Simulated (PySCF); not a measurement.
# Exercise with solution: chemical shift, span and skew from a shielding tensor

trifluorosilylmethanol (CH3F3OSi), SMILES OC[Si](F)(F)F. Atoms are numbered in the order given.

```xyz
9

O     -2.2634     0.3495    -0.0358
C     -1.3389    -0.6993     0.1375
Si     0.4056    -0.0737    -0.0228
F      0.8327     0.2708    -1.5272
F      1.4909    -1.1032     0.5554
F      0.5170     1.2888     0.8248
H     -2.1082     1.0078     0.6510
H     -1.4603    -1.2370     1.0999
H     -1.5335    -1.4475    -0.6480
```
Charge 0, spin multiplicity 1.

Coordinates come from a PBE0-D3(BJ)/def2-SVP optimisation. The values are those of a single conformer.

GIAO shieldings from PBE0/pcSseg-1 (PySCF), non-relativistic, no solvent. The symmetric part of the tensor of F4 has the principal values 270.4, 290.0, 408.5 ppm. The same nucleus in CFCl3 has σ = 167.2 ppm at this level (PySCF, at its B3LYP-D3(BJ)/def2-TZVP geometry).

**Question.** Work out the isotropic shielding, the ¹⁹F shift against CFCl3, the span and the skew.

**Answer.** 
σ(iso) = (σ11 + σ22 + σ33)/3 = 323.0 ppm. δ = σ(ref) − σ(iso) = 167.2 − (323.0) = -155.8 ppm.
Span Ω = σ33 − σ11 = 138.1 ppm. Skew κ = 3(σ(iso) − σ22)/Ω = 0.72. Tumbling in solution averages the tensor to δ; in a static solid the shielding alone would spread this spin-1/2 line over Ω.
